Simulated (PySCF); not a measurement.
CH8FNSi2, SMILES NC[SiH2][SiH2]F.

Coordinates come from a PBE0-D3(BJ)/def2-SVP optimisation. This is a generated structure with no PubChem entry under its InChIKey; it may be hypothetical. One conformer was computed; it need not be the lowest.

Two levels are set side by side: PBE/def2-TZVP (PySCF) and ωB97X/def2-TZVP (PySCF). Same geometry, gas phase. Differences are taken from unrounded values.

| quantity | PBE |
|---|---|
| orbital gap (eV) | 3.87 |
| highest occupied level (eV) | -5.36 |
| lowest empty level (eV) | -1.49 |
| dipole moment (D) | 1.67 |
| mean polarisability (bohr³) | 82.4 |

Q: These are the PBE values. What does ωB97X give? (An estimate is asked for; the answer gives what the named calculation found.)

A: 
| quantity | ωB97X | PBE minus ωB97X |
|---|---|---|
| orbital gap (eV) | 10.40 | -6.53 |
| highest occupied level (eV) | -9.02 | 3.66 |
| lowest empty level (eV) | 1.38 | -2.87 |
| dipole moment (D) | 1.79 | -0.12 |
| mean polarisability (bohr³) | 76.0 | 6.4 |

Without exact exchange PBE keeps part of each electron's self-repulsion, which lifts occupied levels and narrows the gap. Loosely held outer electrons make PBE densities more polarisable. Differences between two approximate levels are no errors against the true value.

Rough cost on one machine, each run with all the roots and properties that it gave: ωB97X against PBE within a factor of 2.
